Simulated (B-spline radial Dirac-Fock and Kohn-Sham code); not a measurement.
Calculated with a B-spline atomic structure program, using Dirac-Fock energy differences between relaxed states, corrected for Breit and QED terms. Free neutral atoms.

Question: Order these X-ray lines by photon energy, lowest first.
A. Co Lβ6
B. Se Lη
C. Zn Lα1
D. Fe Lβ3
E. Co Lβ4
F. Ga Lβ6

Answer: A (787.0 eV), D (792.9 eV), E (865.1 eV), C (1013.9 eV), F (1113.8 eV), B (1242.3 eV).
